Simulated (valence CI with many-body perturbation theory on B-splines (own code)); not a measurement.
**Mn⁴⁺ in three bases**

Computed by valence CI with perturbative core correlation (CI+MBPT): three valence electrons over a frozen Dirac-Fock core [Ar], a basis of 7 s, 7 p, 8 d, 6 f, 4 g, 1 h functions for each j, with the one-electron correlation potential Σ1 (screened to all orders), the two-electron term Σ2, the three-electron term Σ3, Breit, model QED; selected single and double excitations, second order for the rest, scaled by the run's own slope (own B-spline code, finite nucleus).

Set against measurement, 24 paired levels are off by 761 cm⁻¹ on average, the worst by 1586. These come from a selection out of Corliss and Sugar, J. Phys. Chem. Ref. Data 6, 1253 (1977). Levels without a partner in it may be off by more, other configurations by 1,000 to 8,000 cm⁻¹. Only levels of the ground parity were solved; by the run's estimate the other parity begins above the list, which can be wrong where configurations are misplaced.

The reference run has the lowest level 3d³ ⁴F_3/2 and an ionisation energy of 72.0063 eV. Its largest variational space holds 8538 state functions.

Names give the largest LS component (configuration and term), which can be under half, so a name can repeat, a term be missing and a line seem to break the LS rules; names also repeat where a configuration has a term twice.

Changed runs:
A. basis 6 s, 6 p, 5 d, 5 f, 1 g
B. basis 5 s, 5 p, 4 d, 4 f

Excitation energies of the reference run in cm⁻¹, and shifts in cm⁻¹:

| Level | Reference | A | B |
| --- | --- | --- | --- |
| 3d³ ⁴F_5/2 | 353 | -1.3 | -1.5 |
| 3d³ ⁴F_7/2 | 826 | -2.8 | -2.9 |
| 3d³ ⁴F_9/2 | 1400 | -3.9 | -3.6 |
| 3d³ ⁴P_1/2 | 17054 | +182 | +364 |
| 3d³ ⁴P_3/2 | 17213 | +184 | +369 |
| 3d³ ²G_7/2 | 17634 | +184 | +584 |
| 3d³ ⁴P_5/2 | 17664 | +179 | +360 |
| 3d³ ²G_9/2 | 18131 | +183 | +585 |
| 3d³ ²P_3/2 | 23539 | +381 | +849 |
| 3d³ ²P_1/2 | 23686 | +405 | +944 |
| 3d³ ²H_9/2 | 24195 | +167 | +751 |
| 3d³ ²H_11/2 | 24550 | +166 | +752 |
| Ionisation energy (eV) | 72.0063 | -0.0587 | -0.0747 |
